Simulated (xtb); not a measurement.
C2H6AlF, charge -1, doublet, at a GFN2-xTB geometry (such geometries of metal compounds can be far from the true shape) (a state made from the parent by changing its charge; the spin is typed, not shown lowest); GFN0-xTB (xtb 6.7.1).

Here is a job for xtb.
```
$ xtb mol.xyz --gfn 0 --chrg -1 --uhf 1 --etemp 10 --json

# file mol.xyz
10

Al    -0.26743447    -0.38986576    -0.34817249
C      1.80861426    -0.08224615    -0.55462333
H      2.38561298    -0.95346930    -0.21363024
H      2.22508040     0.78088337    -0.01524576
H      2.09037588     0.06333279    -1.60829854
C     -0.57458685    -0.49181827     1.73572816
H     -1.64201132    -0.60327691     1.97885445
H     -0.22780708     0.37419314     2.31804546
H     -0.07905531    -1.36697989     2.17918314
F     -0.96441243     1.13532868    -0.79992168
```

The log (banner, timings and long lists left out):

```
   ID    Z sym.   atoms
    1   13 Al     1
    2    6 C      2, 6
    3    1 H      3-5, 7-9
    4    9 F      10

           -------------------------------------------------
          |                Calculation Setup                |
           -------------------------------------------------

           -------------------------------------------------
          |                 G F N 0 - x T B                 |
           -------------------------------------------------

          ...................................................
          :                      SETUP                      :
          :.................................................:
          :  # basis functions                  34          :
          :  # atomic orbitals                  33          :
          :  # shells                           21          :
          :  # electrons                        25          :
          :  electronic temp.           10.0000000     K    :
          :  accuracy                    1.0000000          :
          :  -> integral cutoff          0.2500000E+02      :
          :  -> integral neglect         0.1000000E-07      :
          ...................................................

         :::::::::::::::::::::::::::::::::::::::::::::::::::::
         ::                     SUMMARY                     ::
         :::::::::::::::::::::::::::::::::::::::::::::::::::::
         :: total energy             -14.144456306340 Eh    ::
         :: gradient norm              0.024416188904 Eh/a0 ::
         :: HOMO-LUMO gap              3.912320281590 eV    ::
         ::.................................................::
         :: H0 energy                -13.079368333809 Eh    ::
         :: repulsion energy           0.121386549098 Eh    ::
         :: electrostat energy        -1.184200311316 Eh    ::
         :: -> Gsolv                   0.000000000000 Eh    ::
         ::    -> Gsasa                0.000000000000 Eh    ::
         ::    -> Gshift               0.000000000000 Eh    ::
         :: dispersion energy         -0.002274210313 Eh    ::
         :: short-range corr.         -0.000000000000 Eh    ::
         :: add. restraining           0.000000000000 Eh    ::
         :: total charge              -1.000000000000 e     ::
         :::::::::::::::::::::::::::::::::::::::::::::::::::::

           -------------------------------------------------
          |                Property Printout                |
[...]
      -------------------------------------------------------------
                  HL-Gap            0.1437751 Eh            3.9123 eV
             Fermi-level            0.0000000 Eh            0.0000 eV

     #   Z          covCN         q      C6AA      α(0)
     1  13 Al       2.290     0.281   159.755    26.018
     2   6 C        3.579    -0.539    38.146     9.053
     3   1 H        0.923     0.020     2.731     2.585
     4   1 H        0.923     0.045     2.386     2.416
     5   1 H        0.923     0.015     2.816     2.624
     6   6 C        3.579    -0.539    38.145     9.053
     7   1 H        0.923     0.014     2.823     2.628
     8   1 H        0.923     0.045     2.388     2.417
     9   1 H        0.923     0.021     2.723     2.581
    10   9 F        0.671    -0.363    13.123     4.175

 Mol. C6AA /au·bohr⁶  :       1427.765960
 Mol. C8AA /au·bohr⁸  :      55360.922253
 Mol. α(0) /au        :         63.549110

Wiberg/Mayer (AO) data.
largest (>0.10) Wiberg bond orders for each atom

 ---------------------------------------------------------------------------
     #   Z sym  total        # sym  WBO       # sym  WBO       # sym  WBO
 ---------------------------------------------------------------------------
     1  13 Al   2.572 --    10 F    0.800     2 C    0.766     6 C    0.766
     2   6 C    3.649 --     3 H    0.946     5 H    0.945     4 H    0.943
                             1 Al   0.766
     3   1 H    0.985 --     2 C    0.946
     4   1 H    0.986 --     2 C    0.943
     5   1 H    0.985 --     2 C    0.945
     6   6 C    3.649 --     9 H    0.946     7 H    0.945     8 H    0.943
                             1 Al   0.766
     7   1 H    0.985 --     6 C    0.945
     8   1 H    0.986 --     6 C    0.943
     9   1 H    0.984 --     6 C    0.946
    10   9 F    0.836 --     1 Al   0.800
 ---------------------------------------------------------------------------

Topologies differ in total number of bonds
Writing topology from bond orders to xtbtopo.mol

 dipole moment from electron density (au)
     X       Y       Z
   0.2881  -0.6919   0.1754  total (Debye):    1.957

           -------------------------------------------------
          | TOTAL ENERGY              -14.144456306340 Eh   |
          | GRADIENT NORM               0.024416188904 Eh/α |
          | HOMO-LUMO GAP               3.912320281590 eV   |
           -------------------------------------------------

normal termination of xtb
```
